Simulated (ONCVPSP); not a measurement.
Configuration tests for Zn (Z = 30) (ONCV)

```
Element                 : Zn (Z = 30)
Generator               : ONCVPSP 4.0.1
Type                    : optimised norm-conserving Vanderbilt (ONCV)
Functional              : PBEsol
Relativity              : fully relativistic
Frozen core             : [Ar]
Valence charge          : 12
Reference configuration : 3d10 4s2
Partial waves           : 4s: rc 2.00 bohr, ncon 4, nbas 9, qcut 4.1 1/bohr, 3 projectors, debl 2.4 Ha; p scattering state at 0.38 Ha: rc 2.10 bohr, ncon 4, nbas 9, qcut 4.7 1/bohr, 1 projector; 3d: rc 0.95 bohr, ncon 4, nbas 8, qcut 13.2 1/bohr, 3 projectors, debl 2.2 Ha
Local potential         : polynomial inside 0.60 bohr (lpopt 5, dvloc0 4 Ha)
Core correction         : polynomial model core, fcfact 0.45
```

Open shells are filled in proportion to 2j + 1.

In the p channel the program set the typed energies aside and used 0.050 Ha (j = l + 1/2; the other j can differ).

Energies are relative to the spin-unpolarised reference configuration 3d10 4s2; without spin polarisation the order of configurations can differ from experiment.

```csv
valence configuration,charge,ΔE all-electron (eV),error AE − PS (meV)
3d10 4s1,+1,9.901,-14
3d10 4s0,+2,28.250,-58
3d9 4s0,+3,68.759,-32
3d10 4s0 4p1,+1,16.257,-25
```

Levels in the configuration 3d10 4s0:

```json
{"level": "3d j=5/2", "all-electron (eV)": "-30.688", "pseudo (eV)": "-30.483"}
{"level": "3d j=3/2", "all-electron (eV)": "-31.052", "pseudo (eV)": "-30.930"}
```

These tests converged, but a pseudo level misses the all-electron one widely, so the file describes the atom poorly there or has found another state: 3d10 4s0 4p1: empty 4s by 7.7 eV.

Note: ghosts flagged at negative energy: s at -197.9 eV, p3/2 at -94.1 eV, d5/2 at -14.0 eV, p1/2 at -90.8 eV; GHOST(+) flagged for d3/2 at 79.8 eV, s at 256.4 eV. A true bound ghost makes a file unfit for plane-wave use.
